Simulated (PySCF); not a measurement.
Pd(2+): ionisation energy

Pd(2+) [Kr] 4d8 (3F) → Pd(3+) [Kr] 4d7 (4F), as a difference of total energies. Calculation: PySCF 2.14, in def2-QZVPPD with the def2 core potential (28 electrons) (7s5p4d4f2g, 88 functions); a scalar-relativistic core potential. Correlated levels: valence: 4s2 4p6 frozen; valence and next inner shell: nothing frozen outside the core potential. The calculations carry no spin-orbit coupling.

```csv
method,ionisation energy (eV),difference from reference (eV)
UHF,31.166,-1.764
LDA,33.442,+0.512
PBE,33.145,+0.215
PBE0,32.971,+0.041
r2SCAN,32.965,+0.035
r2SCANh,32.930,0.000
r2SCAN0,32.877,-0.053
M06,32.693,-0.237
LC-wPBE,32.962,+0.032
MP2 (valence),32.843,-0.087
SCS-MP2 (valence),32.871,-0.059
MP2 (valence and next inner shell),32.791,-0.139
SCS-MP2 (valence and next inner shell),32.677,-0.253
```

Reference: 32.93 eV (semi-empirical (NIST evaluation); NIST Atomic Spectra Database, ionization energies).

The reference lies between the lowest fine-structure levels, while these numbers refer to the centres of the terms.

Errors of the correlated levels include the incompleteness of this basis and the frozen core.
